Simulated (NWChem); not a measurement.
System: ammonium (NH4 cation); SMILES [NH4+]

```xyz
5

N      0.0000     0.0000     0.0000
H     -0.5910    -0.5910    -0.5910
H      0.5910     0.5910    -0.5910
H     -0.5910     0.5910     0.5910
H      0.5910    -0.5910     0.5910
```
Atoms are numbered in this order, from 1.

Results from NWChem. Pople sets run with spherical d functions. The geometry was optimised at PBE0-D3(BJ)/def2-TZVP. Static field.

Problem. Taking PBE/aug-cc-pVTZ as the yardstick, which of these has the fewest basis functions while keeping “isotropic polarisability (bohr³)” within 5 % of it: PBE/Sadlej pVTZ; PBE/def2-SVP; PBE/def2-SVPD; PBE/6-31+G*; PBE/aug-cc-pVDZ; PBE/def2-TZVPD; PBE/d-aug-cc-pVDZ; PBE/6-31G*; PBE/def2-TZVP?

Solution. PBE/def2-SVPD (a larger set in the list lies outside the tolerance).
| level | basis functions | isotropic polarisability (bohr³) | relative time (rough) |
|---|---|---|---|
| PBE/6-31G* | 22 | 7.1 | 1 |
| PBE/6-31+G* | 26 | 7.5 | 2 |
| PBE/def2-SVP | 34 | 7.3 | 2 |
| PBE/def2-SVPD | 52 | 9.1 | 2 |
| PBE/def2-TZVP | 55 | 8.3 | 3 |
| PBE/aug-cc-pVDZ | 59 | 9.3 | 4 |
| PBE/Sadlej pVTZ | 60 | 9.2 | 5 |
| PBE/def2-TZVPD | 73 | 9.2 | 7 |
| PBE/d-aug-cc-pVDZ | 84 | 9.3 | 8 |
| PBE/aug-cc-pVTZ | 138 | 9.3 | 30 |

The yardstick is one finite set, not the basis-set limit.
